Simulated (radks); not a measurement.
Results of a calculation; reference values are marked as such.
Valence configurations of Co I (all share [Ar]). Level of theory: non-relativistic Kohn-Sham, BLYP, spin-polarised, spherical densities, point nucleus; open shells are filled with parallel spins first (a radial shooting solver on a logarithmic mesh with Libxc functionals). Energies are relative to 3d7 4s2; eigenvalues in eV for spin up.

| valence | E (eV) | moment (Bohr magnetons) | e(3d) | e(4p) | e(4s) |
|---|---|---|---|---|---|
| 3d7.5 4s1.5 | -0.538 | 3 | -7.142 | - | -5.034 |
| 3d8 4s1 | -0.523 | 3 | -5.056 | - | -4.585 |
| 3d7 4s2 | 0.000 | 3 | -9.575 | - | -5.509 |
| 3d8.5 4s0.5 | 0.312 | 2 | -3.459 | - | -4.070 |
| 3d9 | 1.353 | 1 | -2.253 | - | - |
| 3d7 4s1.5 4p0.5 | 1.783 | 4 | -10.418 | -1.875 | -6.261 |
| 3d7.5 4s0.5 4p1 | 3.075 | 4 | -8.756 | -2.049 | -6.269 |
| 3d6.5 4s2 4p0.5 | 3.263 | 4 | -13.196 | -2.087 | -6.775 |
| 3d7 4s1 4p1 | 3.390 | 5 | -11.092 | -2.312 | -6.864 |
| 3d6 4s2 4p1 | 7.663 | 5 | -16.973 | -2.782 | -7.939 |

NIST lists [Ar] 3d7 4s2 as the ground configuration; this level of theory puts 3d7.5 4s1.5 lower, by 0.538 eV. The energies are those of spherical high-spin densities, not of single terms.
